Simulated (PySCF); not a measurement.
A mixed set of molecules.

All values: PBE0/pcSseg-1 (PySCF) at GFN2-xTB geometries, gas phase, one conformer each.

Task: Rank by the highest Hirshfeld charge on any atom, highest value first.
A. `CC#CC1C(C=CC1=O)=O`
B. `CC#C/C=N\[SiH2]P`
C. `[H]/N=C1\CC[C@@H](OC)C1`
D. `C=Cc1ncnn1C=O`

Result: B (+0.306 e), D (+0.172 e), A (+0.160 e), C (+0.104 e).

Task: Rank by HOMO–LUMO gap, highest first.
A. `CC#C/C=N\[SiH2]P`
B. `C1[C@H](OC)CC/C1=N\[H]`
C. `CC#CC1C(=O)C=CC1=O`
D. `C=Cc1ncnn1C=O`

Result: B (7.06 eV), A (5.37 eV), D (5.24 eV), C (4.32 eV).

Task: Rank by the highest IAO charge on any atom, lowest value first.
A. `C(#CC)C1C(=O)C=CC1=O`
B. `[H]/N=C1\CC[C@@H](OC)C1`
C. `CC#C/C=N\[SiH2]P`
D. `C=CC1=NC=NN1C=O`

Result: B (+0.240 e), D (+0.331 e), A (+0.382 e), C (+0.717 e).

All values together:

| SMILES | formula | μ (D) | HOMO (eV) | LUMO (eV) | lowest IAO charge (e) | highest IAO charge (e) | lowest Hirshfeld charge (e) | highest Hirshfeld charge (e) |
| --- | --- | --- | --- | --- | --- | --- | --- | --- |
| CC#C/C=N\[SiH2]P | C4H8NPSi | 3.63 | -7.08 | -1.71 | -0.540 (N) | +0.717 (Si) | -0.239 (N) | +0.306 (Si) |
| CC#CC1C(=O)C=CC1=O | C8H6O2 | 2.19 | -7.17 | -2.85 | -0.437 (C) | +0.382 (C) | -0.219 (O) | +0.160 (C) |
| [H]/N=C1\CC[C@@H](OC)C1 | C6H11NO | 1.66 | -7.06 | 0.00 | -0.460 (N) | +0.240 (H) | -0.253 (N) | +0.104 (H) |
| C=Cc1ncnn1C=O | C5H5N3O | 0.59 | -7.54 | -2.31 | -0.403 (O) | +0.331 (C) | -0.213 (O) | +0.172 (C) |

Conformers: `[CH3:1][C:2]#[C:3]/[CH:4]=[N:5]\[SiH2:6][PH2:7]` with C4–N5–Si6–P7 105°, N5–Si6–P7–H 54° and -38°; `[CH3:1][C:2]#[C:3][CH:4]1[C:5](=[O:6])[CH:7]=[CH:8][C:9]1=[O:10]` with C3–C4–C5–O6 -76°, C4–C5–C7–C8 8°, C7–C8–C9–O10 173°, C3–C4–C9–C8 -104°; `[H]/[N:7]=[C:6]1\[CH2:5][CH2:4][C@@H:3]([O:2][CH3:1])[CH2:8]1` with C1–O2–C3–C4 -172°, O2–C3–C4–C5 -159°, C3–C4–C5–C6 28°, C4–C5–C6–N7 172°, C5–C6–C8–C3 -13°; `[CH2:1]=[CH:2][c:3]1[n:4][cH:5][n:6][n:7]1[CH:8]=[O:9]` with C1–C2–C3–N4 0°, N6–N7–C8–O9 180°.
